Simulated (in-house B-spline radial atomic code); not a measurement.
A fraction x of an electron is moved 4p → 4f in Nb⁵⁺, starting from [Ar] 3d10 4s2 4p6 and keeping the highest spin. Level of theory: non-relativistic revTPSS, spin-polarised, spherical fractional occupations, point nucleus; calculated with an all-electron radial atomic-structure program (B-spline basis).

```
    x  E(x) - E(0) (eV)  4p down level (eV)  4f up level (eV)
    0            0.0000             -93.895                 -
0.125            8.2963             -94.499           -28.055
 0.25                 ?                   ?                 ?
0.375           24.9603             -95.616           -28.775
  0.5           33.3243             -96.133           -29.158
0.625           41.7028             -96.625           -29.549
 0.75           50.0922             -97.092           -29.941
0.875                 ?                   ?                 ?
    1           66.8927             -97.954           -30.714
```

Question: What belongs in the row x = 0.25?

Answer: An energy change of 16.6158 eV; 4p down at -95.072 eV, 4f up at -28.409 eV.

Question: What belongs in the row x = 0.875?

Answer: An energy change of 58.4897 eV; 4p down at -97.535 eV, 4f up at -30.330 eV.

Question: Check Janak's theorem between x = 0.375 and 0.5.

Answer: The slope of the energy is 66.91 eV; the orbital levels give 66.91 eV (ε of the receiving orbital less ε of the emptying one, averaged over the two points).
